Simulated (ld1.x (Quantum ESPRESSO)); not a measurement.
# Before and after: TM potential for lead

```
Element                 : Pb
Generator               : ld1.x (Quantum ESPRESSO) 7.5
Type                    : norm-conserving Troullier–Martins (Kleinman–Bylander form)
Functional              : PBEsol
Relativity              : scalar-relativistic
Frozen core             : [Xe] 4f14 5d10
Valence charge          : 4
Reference configuration : 6s2 6p0 (charge +2)
Partial waves           : 6p (bound, empty): rc 1.95 bohr; 6s (bound): rc 1.60 bohr
Local potential         : the s channel
Core correction         : a·sin(br)/r model core, default radius (core density twice the valence density)
```

All-electron outer shells of the reference configuration (PBEsol, scalar-relativistic, ld1.x):

```
shell  level (eV)  outermost node (bohr)  outermost maximum (bohr)
   6s      -27.52                   1.01                      1.93
   6p      -17.15                   1.18                      2.38
```

Change: all radii but the core radius scaled by about 0.76 (s 1.22, p 1.48 bohr).

Cutoffs: the cutoffs (Ry, on a coarse ladder) from which the occupation-weighted sum of valence levels, in a spherical-Bessel basis at the reference potential, stays within 10 and 1 mRy of its value at 400 Ry; they do not see the model core or the augmentation charge, which bear on the density cutoff. Errors are all-electron minus pseudo energies relative to the spin-unpolarised reference configuration.

Question: What does the change do?

Answer: A bound ghost appears in p, s, which as a rule spoils a file; the miss of the reference levels goes from 0.00 to 0.27 eV; the number of tests that count goes from 7 to 5; of the 5 tests that both files solve, the error grows in 5 and shrinks in 0 by more than 15 % and 0.3 meV (median size 89.2 → 327.2 meV). That the errors move this way runs against the usual rule that smaller radii transfer better.

```csv
quantity,base,changed
"cutoff, loose",50 Ry,200 Ry
"cutoff, tight",100 Ry,over 300 Ry
bound ghosts,none,"p, s (extra level of the local part)"
"largest miss of a reference level, eV",0.00,0.27
"tests counted (converged, no solver errors)",7 of 7,5 of 7
"error for 6s2 6p2, meV [ΔE -20.04 eV]",-89,+319
"error for 6s1 6p0, meV [ΔE 32.48 eV]",-218,-381
"error for 6s1 6p2, meV [ΔE -3.87 eV]",-9.7,+327
"error for 6s2 6p2.3, meV [ΔE -20.85 eV]",-98,+327
"error for 6s2 6p1.5, meV [ΔE -17.54 eV]",-65,+293
```

Changed file: Tests not counted: 6s2 6p1 (solver errors, printed error +240 meV); 6s1 6p3 (solver errors, printed error +402 meV). A true bound ghost makes a file unfit for plane-wave use even where its test errors are small: the radial tests pick states by their node count and pass the ghost by.
